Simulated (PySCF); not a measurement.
Cd(NH2)(SMe) (CH₅CdNS), SMILES C[S][Cd][NH2].

Geometry: PBE0-D3(BJ)/def2-SVP. The structure was generated by enumeration; whether it is a known compound was not checked. The def2 effective core potentials stand for the cores of Cd; spin–orbit coupling is left out. One conformer was computed; it need not be the lowest.

The numbers are results of ωB97X/def2-TZVP run with PySCF, not measurements.

The molecule is in vacuum.

Computed frontier levels, gap, dipole moment and polarisability:
The highest occupied level is -8.86 eV. The lowest empty level comes out as 1.01 eV. The orbital gap comes out as 9.87 eV and the dipole moment comes out as 0.96 D. The quadrupole, principal values (traceless, Buckingham form, about the centre of nuclear charge) comes out as -13.88, 3.15, 10.73 D·Å, the mean static polarisability is 69.0 bohr³ (10.23 Å³) and the polarisability, principal values is 51.1, 60.1, 95.9 bohr³.
